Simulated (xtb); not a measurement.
C3H6FNSi, SMILES F[C@H]1C[SiH2]C=N1. All values are semi-empirical tight-binding results from xtb (GFN2-xTB unless named), good for trends rather than for accurate numbers. The structure is a stationary point at GFN2-xTB. The structure was generated by enumeration; whether it is a known compound was not checked. Other conformers were not sampled.

Computed properties:
```yaml
orbital_gap: 2.71 eV
dipole_moment: 4.15 D
zero_point_energy: 52.2 kcal/mol
G − E(el) at 298.15 K (modified RRHO): 33.3 kcal/mol
static polarisability (D4 model): 69.0 bohr³
solvation energy, GFN2-xTB/ALPB(water): -4.2 kcal/mol
solvation energy, GFN2-xTB/ALPB(toluene): -4.4 kcal/mol
```
